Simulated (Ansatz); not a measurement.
System: SiH2Cl2, charge 0, singlet. SiH2Cl2 (dichlorosilane, SMILES Cl[SiH2]Cl).
B3LYP-D3(BJ)/def2-TZVP minimum from Ansatz (a quantum-chemistry and plane-wave program):
```xyz
5

Si    -0.0248    -0.7650     0.0400
Cl     1.6947     0.3538    -0.0114
Cl    -1.6683     0.4617    -0.0313
H     -0.0563    -1.5128     1.3053
H     -0.0459    -1.6411    -1.1402
```

Total energies in hartree (Ansatz). Radicals and triplets start from unrestricted determinants; spin-orbit coupling is neglected. Correlated methods leave the cores frozen. No relativity. For partners of very few electrons the exact lower level stands in for a higher one.

```tsv
species	HF/cc-pV(T+d)Z	CCSD(T)/cc-pV(T+d)Z	HF/cc-pV(Q+d)Z	CCSD(T)/cc-pV(Q+d)Z	CCSD(T)/cc-pV(D+d)Z	CCSDT(Q)/cc-pV(D+d)Z
1: SiH2Cl2 (SMILES Cl[SiH2]Cl)	-1209.26106	-1209.82762	-1209.27209	-1209.88843	-1209.63540	-1209.63708
2: Si (triplet)	-288.85649	-288.93344	-288.85845	-288.93781	-288.91643	-288.91690
3: Cl (doublet)	-459.48556	-459.67356	-459.48916	-459.69449	-459.60403	-459.60445
4: H (doublet)	-0.49981	-0.49981	-0.49995	-0.49995	-0.49928	-0.49928
```

**Question.** Work out the atomisation energy (electronic, to ground-state atoms) in kcal/mol: take Hartree-Fock from cc-pV(Q+d)Z, extrapolate the CCSD(T) correlation energy as X^-3 (X = 3, 4), and add CCSDT(Q) - CCSD(T) in cc-pV(D+d)Z. 1 hartree = 627.51 kcal/mol.

**Answer.** 
Species 1: correlation (64·(-0.61634) - 27·(-0.56656))/37 = -0.65267; step -0.00168; E1 = -1209.27209 + (-0.65267) + (-0.00168) = -1209.92644
Species 2: correlation (64·(-0.07936) - 27·(-0.07695))/37 = -0.08112; step -0.00047; E2 = -288.85845 + (-0.08112) + (-0.00047) = -288.94004
Species 3: correlation (64·(-0.20533) - 27·(-0.18800))/37 = -0.21798; step -0.00042; E3 = -459.48916 + (-0.21798) + (-0.00042) = -459.70756
Species 4: correlation (64·(0.00000) - 27·(0.00000))/37 = 0.00000; step +0.00000; E4 = -0.49995 + (0.00000) + (+0.00000) = -0.49995
-1·E1 +1·E2 +2·E3 +2·E4 = 0.57138 hartree = 358.5 kcal/mol.
